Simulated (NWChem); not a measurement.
System meant: C$_{2}$H$_{8}$Si$_{2}$; SMILES [SiH3]/C=C\[SiH3]

NWChem input:

```
start job
memory heap 200 mb stack 900 mb global 1100 mb
geometry units angstroms noautoz
  Si     1.808935    -0.134055     0.426167
  C      0.670395     0.095687    -1.060659
  C     -0.674424     0.154225    -1.068388
  Si    -1.814105     0.022300     0.415447
  H      1.551520    -1.431145     1.124076
  H      3.218879    -0.133225    -0.068093
  H      1.653105     0.974024     1.417954
  H      1.182298     0.191770    -2.029979
  H     -1.170240     0.293909    -2.041223
  H     -1.016787    -0.164909     1.664925
  H     -2.745215    -1.136165     0.248900
  H     -2.641423     1.261774     0.541949
end
basis spherical
  * library def2-svp
end
dft
  odft
  mult 2
  xc xpbe96 cpbe96
  iterations 150
  mulliken
end
task dft energy
```

End of the output:

```
 Summary of "ao basis" -> "" (spherical)
 ------------------------------------------------------------------------------
       Tag                 Description            Shells   Functions and Types
 ---------------- ------------------------------  ------  ---------------------
 *                          def2-svp                  on all atoms

  pbe96 is a nonlocal functional; adding pw91lda local functional.

                                 NWChem DFT Module
                                 -----------------

 Summary of "ao basis" -> "ao basis" (spherical)
 ------------------------------------------------------------------------------
       Tag                 Description            Shells   Functions and Types
 ---------------- ------------------------------  ------  ---------------------
 Si                         def2-svp                 8       18   4s3p1d
 C                          def2-svp                 6       14   3s2p1d
 H                          def2-svp                 3        5   2s1p

 Summary of "ao basis" -> "ao basis" (spherical)
 ------------------------------------------------------------------------------
       Tag                 Description            Shells   Functions and Types
 ---------------- ------------------------------  ------  ---------------------
 Si                         def2-svp                 8       18   4s3p1d
 C                          def2-svp                 6       14   3s2p1d
 H                          def2-svp                 3        5   2s1p

      Symmetry analysis of basis
      --------------------------

        a'         72
        a"         32

  number of electrons :                   48
  multiplicity        :                    2
 ------------------------------------------------------------------------
  no. of electrons and multiplicity not compatible                  48
 ------------------------------------------------------------------------
 ------------------------------------------------------------------------
  current input line :
    27: task dft energy
 ------------------------------------------------------------------------
 ------------------------------------------------------------------------
 There is an error in the input file
 ------------------------------------------------------------------------
 For more information see the NWChem manual at https://nwchemgit.github.io

0: no. of electrons and multiplicity not compatible:Received an Error in Communication
```

Q: Can this run be used? If not, why, and what is the fix?

A: The input was rejected before any calculation. Cause: the multiplicity doesn't fit the number of electrons (an even count wants an odd multiplicity, and the reverse). This input runs:
```
start job
memory heap 200 mb stack 900 mb global 1100 mb
geometry units angstroms noautoz
  Si     1.808935    -0.134055     0.426167
  C      0.670395     0.095687    -1.060659
  C     -0.674424     0.154225    -1.068388
  Si    -1.814105     0.022300     0.415447
  H      1.551520    -1.431145     1.124076
  H      3.218879    -0.133225    -0.068093
  H      1.653105     0.974024     1.417954
  H      1.182298     0.191770    -2.029979
  H     -1.170240     0.293909    -2.041223
  H     -1.016787    -0.164909     1.664925
  H     -2.745215    -1.136165     0.248900
  H     -2.641423     1.261774     0.541949
end
basis spherical
  Si library def2-svp
  C library def2-svp
  H library def2-svp
end
dft
  xc xpbe96 cpbe96
  iterations 150
  mulliken
end
task dft energy
```
It converges to -659.29811 Ha (PBE/def2-SVP).
